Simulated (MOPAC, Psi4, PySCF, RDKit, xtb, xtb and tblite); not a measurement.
Relaxed torsion scan: SMILES ClCCF (C2H4ClF). Scanned: dihedral F1–C2–C3–Cl4; all other coordinates were relaxed at GFN2-xTB. Points at φ and −φ are mirror images.

Geometry of the scan point at -15° (Å):
```
8

F      1.6816    -0.7043    -0.2034
C      0.7200     0.2610    -0.1192
C     -0.6828    -0.3295     0.0915
Cl    -0.7273    -2.0801    -0.2586
H      0.7714     0.8163    -1.0624
H      0.9967     0.9145     0.7141
H     -0.9981    -0.2246     1.1293
H     -1.4057     0.1526    -0.5636
```

Levels: GFN2-xTB (xtb and tblite); MMFF94 // GFN2-xTB (RDKit); B3LYP/def2-TZVP // GFN2-xTB (Psi4); B3LYP-D3(BJ)/def2-TZVP // GFN2-xTB (Psi4); PBE/def2-TZVP // GFN2-xTB (Psi4); PBE-D3(BJ)/def2-TZVP // GFN2-xTB (Psi4); r2SCAN/def2-TZVP // GFN2-xTB (Psi4); MP2/cc-pVTZ = DF-MP2 (frozen core)/cc-pVTZ // GFN2-xTB (Psi4); HF/cc-pVTZ // GFN2-xTB (Psi4); UFF // GFN2-xTB (RDKit); PM3, restricted, heats of formation // GFN2-xTB (MOPAC); PM7, restricted, heats of formation // GFN2-xTB (MOPAC); GFN1-xTB // GFN2-xTB (xtb); RKS-B3LYP/6-31G* = restricted B3LYP/6-31G*, spherical d // GFN2-xTB (PySCF); RMP2/3-21G = restricted MP2 (frozen core)/3-21G // GFN2-xTB (PySCF); RKS-M06-2X/6-31G* = restricted M06-2X/6-31G*, spherical d // GFN2-xTB (PySCF 2.14.0); RKS-LDA (SVWN5)/6-31G* = restricted LDA (SVWN5)/6-31G*, spherical d // GFN2-xTB (PySCF).

Least-squares fit of E(φ) = a0 + Σ (a_n cos nφ + b_n sin nφ), n = 1 to 4, to the 24 scan points, in kJ/mol above the lowest point of each profile (levels whose profile four harmonics don't fit are not listed):

```json
[
 {"method": "GFN2-xTB", "a0": "9.49", "a1": "8.12", "b1": "0.00", "a2": "3.40", "b2": "0.00", "a3": "4.92", "b3": "0.00", "a4": "0.11", "b4": "0.00", "rms of fit": "0.04"},
 {"method": "MMFF94", "a0": "10.58", "a1": "6.29", "b1": "0.00", "a2": "4.64", "b2": "0.00", "a3": "8.94", "b3": "0.00", "a4": "-0.04", "b4": "0.00", "rms of fit": "0.15"},
 {"method": "B3LYP/def2-TZVP", "a0": "10.62", "a1": "6.57", "b1": "0.00", "a2": "4.50", "b2": "0.00", "a3": "8.88", "b3": "0.00", "a4": "0.19", "b4": "0.00", "rms of fit": "0.06"},
 {"method": "B3LYP-D3(BJ)/def2-TZVP", "a0": "10.66", "a1": "6.47", "b1": "0.00", "a2": "4.47", "b2": "0.00", "a3": "8.99", "b3": "0.00", "a4": "0.20", "b4": "0.00", "rms of fit": "0.06"},
 {"method": "PBE/def2-TZVP", "a0": "10.06", "a1": "6.18", "b1": "0.00", "a2": "4.50", "b2": "0.00", "a3": "8.76", "b3": "0.00", "a4": "0.24", "b4": "0.00", "rms of fit": "0.07"},
 {"method": "PBE-D3(BJ)/def2-TZVP", "a0": "10.08", "a1": "6.13", "b1": "0.00", "a2": "4.49", "b2": "0.00", "a3": "8.81", "b3": "0.00", "a4": "0.25", "b4": "0.00", "rms of fit": "0.07"},
 {"method": "r2SCAN/def2-TZVP", "a0": "10.80", "a1": "5.97", "b1": "0.00", "a2": "4.45", "b2": "0.00", "a3": "9.65", "b3": "0.00", "a4": "0.26", "b4": "0.00", "rms of fit": "0.05"},
 {"method": "MP2/cc-pVTZ", "a0": "12.00", "a1": "6.50", "b1": "0.00", "a2": "4.04", "b2": "0.00", "a3": "9.92", "b3": "0.00", "a4": "0.21", "b4": "0.00", "rms of fit": "0.09"},
 {"method": "HF/cc-pVTZ", "a0": "12.82", "a1": "7.52", "b1": "0.00", "a2": "4.44", "b2": "0.00", "a3": "9.94", "b3": "0.00", "a4": "0.09", "b4": "0.00", "rms of fit": "0.05"},
 {"method": "UFF", "a0": "9.33", "a1": "2.08", "b1": "0.00", "a2": "1.10", "b2": "0.00", "a3": "8.43", "b3": "0.00", "a4": "-0.01", "b4": "0.00", "rms of fit": "0.12"},
 {"method": "PM3", "a0": "3.56", "a1": "0.58", "b1": "0.00", "a2": "0.79", "b2": "0.00", "a3": "3.48", "b3": "0.00", "a4": "0.21", "b4": "0.00", "rms of fit": "0.19"},
 {"method": "PM7", "a0": "4.18", "a1": "0.96", "b1": "0.00", "a2": "2.18", "b2": "0.00", "a3": "3.58", "b3": "0.00", "a4": "0.08", "b4": "0.00", "rms of fit": "0.12"},
 {"method": "GFN1-xTB", "a0": "6.36", "a1": "5.36", "b1": "0.00", "a2": "2.99", "b2": "0.00", "a3": "4.08", "b3": "0.00", "a4": "0.09", "b4": "0.00", "rms of fit": "0.02"},
 {"method": "RKS-B3LYP/6-31G*", "a0": "10.72", "a1": "4.83", "b1": "0.00", "a2": "3.32", "b2": "0.00", "a3": "9.51", "b3": "0.00", "a4": "0.13", "b4": "0.00", "rms of fit": "0.08"},
 {"method": "RMP2/3-21G", "a0": "9.48", "a1": "2.40", "b1": "0.00", "a2": "2.30", "b2": "0.00", "a3": "9.48", "b3": "0.00", "a4": "0.00", "b4": "0.00", "rms of fit": "0.07"},
 {"method": "RKS-M06-2X/6-31G*", "a0": "10.55", "a1": "4.39", "b1": "0.00", "a2": "2.97", "b2": "0.00", "a3": "9.46", "b3": "0.00", "a4": "0.22", "b4": "0.00", "rms of fit": "0.05"},
 {"method": "RKS-LDA (SVWN5)/6-31G*", "a0": "10.15", "a1": "3.86", "b1": "0.00", "a2": "3.14", "b2": "0.00", "a3": "9.87", "b3": "0.00", "a4": "0.27", "b4": "0.00", "rms of fit": "0.09"}
]
```
